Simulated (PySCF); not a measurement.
**Electron affinity of In by level of theory**

In- [Kr] 4d10 5s2 5p2 (3P) → In [Kr] 4d10 5s2 5p1 (2P), as a difference of total energies. All numbers are calculated (PySCF 2.14, scalar relativity by spin-free X2C-1e, in aug-cc-pVTZ-DK3 (8s7p5d2f, 68 functions)). Correlated levels: valence: [Kr] 4d10 frozen. The calculations carry no spin-orbit coupling.

```tsv
method	electron affinity (eV)	plus first-order spin-orbit estimate	error of that sum (eV)
UHF	0.076	0.015	-0.369
LDA	0.645	0.584	+0.200
PBE	0.540	0.479	+0.095
PBE0	0.496	0.436	+0.052
r2SCAN	0.571	0.510	+0.126
TPSS	0.463	0.402	+0.018
B2PLYP	0.357	0.296	-0.088
BLYP	0.398	0.337	-0.047
wB97X	0.231	0.170	-0.214
MP2 (valence)	0.358	0.298	-0.086
SCS-MP2 (valence)	0.272	0.211	-0.173
```

Reference: 0.384 eV (measured; photodetachment measurements, as compiled on the Wikipedia data page of electron affinities).

A first-order spin-orbit estimate (lowest level to lowest level, LS coupling) adds -0.061 eV.

Errors of the correlated levels include the incompleteness of this basis and the frozen core.

In the anion the highest occupied orbital energy is positive at LDA, PBE, PBE0, r2SCAN, TPSS, B2PLYP, BLYP, a self-interaction effect; the basis confines that electron, and the energy difference can still be sensible.
